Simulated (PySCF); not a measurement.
Distorted geometries of Y2O3

Y2O3 (singlet). PySCF 2.14.0, RKS r2SCAN, Y def2-SVP with ECP28, O def2-SVP; non-relativistic Hamiltonian with scalar-relativistic core potentials where named; density fitting; no spin-orbit coupling. Relaxed geometry:

```xyz
5

Y     0.0000    0.0000    1.3661
Y     0.0000    0.0000   -1.3661
O     1.5427    0.0000    0.0000
O    -0.7714    1.3361    0.0000
O    -0.7714   -1.3360    0.0000
```

**Question.** Order these distorted geometries by energy above the relaxed one, lowest first.
A.
```xyz
5

Y     0.1824    0.0579    1.3024
Y    -0.0841   -0.1819   -1.3266
O     1.4766    0.0726    0.1377
O    -0.8213    1.3058    0.0344
O    -0.7535   -1.2543   -0.1479
```
B.
```xyz
5

Y    -0.0116   -0.0044    1.3708
Y    -0.0014   -0.0120   -1.3828
O     1.5342   -0.0343   -0.0388
O    -0.7616    1.3434    0.0269
O    -0.7597   -1.2927    0.0238
```
C.
```xyz
5

Y    -0.1219   -0.0761    1.2846
Y     0.0640    0.0592   -1.3893
O     1.6707    0.0712   -0.0331
O    -0.8659    1.3375    0.0345
O    -0.7469   -1.3918    0.1033
```

**Answer.** B (0.04 eV), C (0.64 eV), A (2.13 eV).

**Question.** Which forces (eV/Å) act in the one that lies 0.04 eV up?

**Answer.** 
```
Y    0.44  0.42  0.10
Y   -0.01  0.39  0.50
O    0.07  0.12  0.04
O    0.10 -0.06 -0.30
O   -0.60 -0.87 -0.34
```
Forces carry noise of the integration grid, about 0.01 to 0.03 eV/Å.

No frequency check is given that shows the relaxed geometry to be a minimum.
